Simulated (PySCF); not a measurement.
C5H4BF, SMILES C#C[C@@H]1C=CB1F.

Geometry optimised at B3LYP-D3(BJ)/def2-SVP. The structure was generated by enumeration; whether it is a known compound was not checked.

All values below come from B3LYP/def2-TZVP (PySCF).

- total energy = -317.70073 hartree
- highest occupied level = -7.16 eV
- lowest empty level = -1.68 eV
- orbital gap = 5.49 eV
- dipole moment = 1.85 D
- quadrupole, principal values (traceless, Buckingham form, about the centre of nuclear charge) = -5.15, -0.29, 5.44 D·Å
- mean static polarisability = 66.6 bohr³ (9.87 Å³)
- polarisability, principal values = 49.0, 60.0, 90.7 bohr³
